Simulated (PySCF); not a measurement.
C$_{4}$H$_{3}$O (SMILES [c]1ccoc1), doublet, at a GFN2-xTB geometry; PySCF with CCSD/STO-3G.

Here is a job for PySCF.
```python
from pyscf import gto, scf, cc

mol = gto.Mole()
mol.atom = '''
O 
C  1 1.353512
C  1 1.346854 2 107.075495
C  2 1.350200 1 108.705498 3 0.000000
C  3 1.363816 1 111.395398 2 -0.000001
H  2 1.069744 4 133.203949 5 180.000000
H  3 1.072188 1 117.200069 2 -180.000000
H  5 1.069017 3 127.855156 7 -0.000001
'''
mol.basis = 'sto-3g'
mol.charge = 0
mol.spin = 1
mol.verbose = 4
mol.build()

mf = scf.UHF(mol)
mf.kernel()

mycc = cc.CCSD(mf)
mycc.kernel()
print('E(CCSD) = %.10f' % mycc.e_tot)
```

Output, abridged:

```
PySCF version 2.14.0

[INPUT] verbose = 4
[INPUT] num. atoms = 8
[INPUT] num. electrons = 35
[INPUT] charge = 0
[INPUT] spin (= nelec alpha-beta = 2S) = 1
[INPUT] symmetry False subgroup None
[INPUT] Mole.unit = angstrom
[INPUT] Symbol           X                Y                Z      unit          X                Y                Z       unit  Magmom
[...]
nuclear repulsion = 153.517599457719
number of shells = 18
number of NR pGTOs = 84
number of NR cGTOs = 28
basis = sto-3g
ecp = {}

******** <class 'pyscf.scf.uhf.UHF'> ********
method = UHF
initial guess = minao
damping factor = 0
level_shift factor = 0
DIIS = <class 'pyscf.scf.diis.CDIIS'>
diis_start_cycle = 1
diis_space = 8
diis_damp = 0
SCF conv_tol = 1e-09
SCF conv_tol_grad = None
SCF max_cycles = 50
direct_scf = True
direct_scf_tol = 1e-13
number electrons alpha = 18  beta = 17
Set gradient conv threshold to 3.16228e-05
init E= -226.771375175523

cycle= 1 E= -225.009937751349  delta_E= 1.76  |g|= 0.274  |ddm|= 2.92
cycle= 2 E= -225.073029829253  delta_E= -0.0631  |g|= 0.105  |ddm|= 0.48
cycle= 3 E= -225.081915506437  delta_E= -0.00889  |g|= 0.039  |ddm|= 0.157
cycle= 4 E= -225.084517766063  delta_E= -0.0026  |g|= 0.019  |ddm|= 0.0927
cycle= 5 E= -225.085572670385  delta_E= -0.00105  |g|= 0.0169  |ddm|= 0.0517
cycle= 6 E= -225.086579196454  delta_E= -0.00101  |g|= 0.0162  |ddm|= 0.0512
cycle= 7 E= -225.087291599383  delta_E= -0.000712  |g|= 0.0164  |ddm|= 0.0362
cycle= 8 E= -225.08631764056  delta_E= 0.000974  |g|= 0.0159  |ddm|= 0.0503
cycle= 9 E= -225.083301415265  delta_E= 0.00302  |g|= 0.0129  |ddm|= 0.186
cycle= 10 E= -225.080434619291  delta_E= 0.00287  |g|= 0.00997  |ddm|= 0.286
cycle= 11 E= -225.077890777503  delta_E= 0.00254  |g|= 0.0122  |ddm|= 0.288
cycle= 12 E= -225.08047693597  delta_E= -0.00259  |g|= 0.00803  |ddm|= 0.283
cycle= 13 E= -225.079430134879  delta_E= 0.00105  |g|= 0.0107  |ddm|= 0.122
cycle= 14 E= -225.081278511862  delta_E= -0.00185  |g|= 0.0113  |ddm|= 0.211
cycle= 15 E= -225.078605347563  delta_E= 0.00267  |g|= 0.012  |ddm|= 0.306
cycle= 16 E= -225.080562632196  delta_E= -0.00196  |g|= 0.00825  |ddm|= 0.22
cycle= 17 E= -225.08144741809  delta_E= -0.000885  |g|= 0.00918  |ddm|= 0.0958
cycle= 18 E= -225.080947188487  delta_E= 0.0005  |g|= 0.00867  |ddm|= 0.0535
cycle= 19 E= -225.081482256739  delta_E= -0.000535  |g|= 0.00943  |ddm|= 0.0562
cycle= 20 E= -225.077512415926  delta_E= 0.00397  |g|= 0.0125  |ddm|= 0.418
[...]
cycle= 49 E= -225.084357810706  delta_E= -0.00423  |g|= 0.0151  |ddm|= 0.386
cycle= 50 E= -225.081021485897  delta_E= 0.00334  |g|= 0.0106  |ddm|= 0.282
SCF not converged.
SCF energy = -225.081021485897 after 50 cycles  <S^2> = 0.84375597  2S+1 = 2.0916558

******** <class 'pyscf.cc.uccsd.UCCSD'> ********
CC2 = 0
CCSD nocc = (np.int64(18), np.int64(17)), nmo = (28, 28)
max_cycle = 50
direct = 0
conv_tol = 1e-07
conv_tol_normt = 1e-06
diis_space = 6
diis_start_cycle = 0
diis_start_energy_diff = 1e+09
Init t2, MP2 energy = -0.259858822281185
Init E_corr(UCCSD) = -0.260006633067587
cycle = 1  E_corr(UCCSD) = -0.29033782313275  dE = -0.0303311901  norm(t1,t2) = 0.10946
cycle = 2  E_corr(UCCSD) = -0.305122712875758  dE = -0.0147848897  norm(t1,t2) = 0.0521922
cycle = 3  E_corr(UCCSD) = -0.313872526708631  dE = -0.00874981383  norm(t1,t2) = 0.0349213
cycle = 4  E_corr(UCCSD) = -0.319003068142783  dE = -0.00513054143  norm(t1,t2) = 0.0180021
cycle = 5  E_corr(UCCSD) = -0.31847882378077  dE = 0.000524244362  norm(t1,t2) = 0.00815348
cycle = 6  E_corr(UCCSD) = -0.318594442206548  dE = -0.000115618426  norm(t1,t2) = 0.00275369
cycle = 7  E_corr(UCCSD) = -0.318685117540636  dE = -9.06753341e-05  norm(t1,t2) = 0.00157839
cycle = 8  E_corr(UCCSD) = -0.318673684752605  dE = 1.1432788e-05  norm(t1,t2) = 0.000866316
cycle = 9  E_corr(UCCSD) = -0.318679027888077  dE = -5.34313547e-06  norm(t1,t2) = 0.00053426
cycle = 10  E_corr(UCCSD) = -0.318693665335911  dE = -1.46374478e-05  norm(t1,t2) = 0.000199151
cycle = 11  E_corr(UCCSD) = -0.318696994050528  dE = -3.32871462e-06  norm(t1,t2) = 9.38613e-05
cycle = 12  E_corr(UCCSD) = -0.318696750341826  dE = 2.43708701e-07  norm(t1,t2) = 4.07283e-05
cycle = 13  E_corr(UCCSD) = -0.318695097456546  dE = 1.65288528e-06  norm(t1,t2) = 1.80391e-05
cycle = 14  E_corr(UCCSD) = -0.318694098474498  dE = 9.98982048e-07  norm(t1,t2) = 1.02986e-05
cycle = 15  E_corr(UCCSD) = -0.318693641528995  dE = 4.56945503e-07  norm(t1,t2) = 6.00855e-06
cycle = 16  E_corr(UCCSD) = -0.318693616991033  dE = 2.45379623e-08  norm(t1,t2) = 3.02476e-06
cycle = 17  E_corr(UCCSD) = -0.318693708576595  dE = -9.15855622e-08  norm(t1,t2) = 1.73486e-06
cycle = 18  E_corr(UCCSD) = -0.318693711350554  dE = -2.77395856e-09  norm(t1,t2) = 1.15257e-06
cycle = 19  E_corr(UCCSD) = -0.318693689799303  dE = 2.15512505e-08  norm(t1,t2) = 7.05927e-07
UCCSD converged
E(UCCSD) = -225.3997151756966  E_corr = -0.318693689799303
E(CCSD) = -225.3997151757
```

Convergence was not reached.
